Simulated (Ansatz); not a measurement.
The lowest singlet and triplet of C3H2 (SMILES [C]=C=C); geometries from B3LYP-D3(BJ)/def2-TZVP, each state relaxed from the structure named, with no frequency check.
Singlet (charge 0, multiplicity 1):
| atom | x (Å) | y (Å) | z (Å) |
|---|---|---|---|
| C | 1.4744 | -0.0210 | -0.1412 |
| C | 0.2002 | -0.0029 | -0.0192 |
| C | -1.1140 | 0.0159 | 0.1067 |
| H | -1.6882 | 0.9270 | -0.0405 |
| H | -1.6753 | -0.8791 | 0.3625 |

A positive gap puts the triplet lower; no zero-point energy. R- takes a restricted singlet. U- takes an unrestricted singlet (broken symmetry where lower, unprojected). The triplet is unrestricted in single-reference levels. Active spaces average the two states.

Correlated levels freeze the cores.

Programs: Ansatz (an electronic-structure program). Values without a source in brackets are computed.

```csv
level,"gap E(singlet) − E(triplet), vertical, at the singlet's geometry (kcal/mol)"
R-SVWN5/def2-TZVPP,-30.37
U-r2SCAN/def2-TZVPP,-21.70
R-BHLYP/def2-TZVPP,-27.13
U-BHLYP/def2-TZVPP,-27.13
U-wB97X-V/def2-TZVPP,-31.59
R-wB97M-V/def2-TZVPP,-32.74
U-B2PLYP/def2-TZVPP,___
"SC-NEVPT2 on SA-CASSCF(6,6)/cc-pVTZ",___
"FIC-MRCISD+Q on SA-CASSCF(6,6)/cc-pVTZ",-32.48
```

Question: Fill in the missing entries.

Answer: 
- U-B2PLYP/def2-TZVPP, gap E(singlet) − E(triplet), vertical, at the singlet's geometry (kcal/mol): -34.94
- SC-NEVPT2 on SA-CASSCF(6,6)/cc-pVTZ, gap E(singlet) − E(triplet), vertical, at the singlet's geometry (kcal/mol): -33.66
